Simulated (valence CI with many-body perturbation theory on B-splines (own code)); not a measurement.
**Br⁴⁺ in brief**

Computed by valence CI with perturbative core correlation (CI+MBPT): three valence electrons over a frozen Dirac-Fock core [Ar] 3d10, a basis of 11 s, 11 p, 9 d, 7 f, 5 g, 2 h, 1 i functions for each j, with the one-electron correlation potential Σ1, the two-electron term Σ2, the three-electron term Σ3, Breit, model QED; selected CI, second order for the rest, scaled by the run's own slope (own B-spline code, finite nucleus).

Against 8 measured levels this calculation errs by 79 cm⁻¹ on average and by 220 at most. These come from a selection out of Moore, Atomic Energy Levels, vol. II, NSRDS-NBS 35 (1971 reprint of NBS Circular 467, 1952), an old analysis. Levels without a partner in it may be off by more.

Rates and lifetimes use the calculated energies. Strong lines usually hold to 10 to 20 %, long lifetimes can be off by a factor of two.

**Question.** What is the ground level?

**Answer.** 4s2 4p 2P°_1/2, composition 97 % 4s2 4p 2P°, g = 0.666.

**Question.** How is the term 2P° of the ground level split?

**Answer.** J = 1/2 at 0, J = 3/2 at 6081 cm⁻¹.

**Question.** Among levels below 374480 cm⁻¹, which E1 lines absorb most strongly from the ground level?

**Answer.** to 4s2 4d 2D_3/2 at 53.21 nm, f = 1.30; to 4s 4p2 2S_1/2 at 66.95 nm, f = 0.345; to 4s 4p2 2P_1/2 at 63.22 nm, f = 0.314.

**Question.** What is the ionisation energy?

**Answer.** 59.688 eV; NIST lists 59.595 ± 0.025 eV (measured).

**Question.** Name the longest-lived excited levels whose lifetime is computed, and their main decay.

**Answer.** 4s2 4p 2P°_3/2 at 6081 cm⁻¹ lives 492 ms, mostly by M1 to 4s2 4p 2P°_1/2; 4s 4p2 4P_3/2 at 95819 cm⁻¹ lives 667 ns, mostly by E1 to 4s2 4p 2P°_3/2. The lifetime of 4s 4p 4d 4F°_9/2 is too uncertain to give, and may be longer.
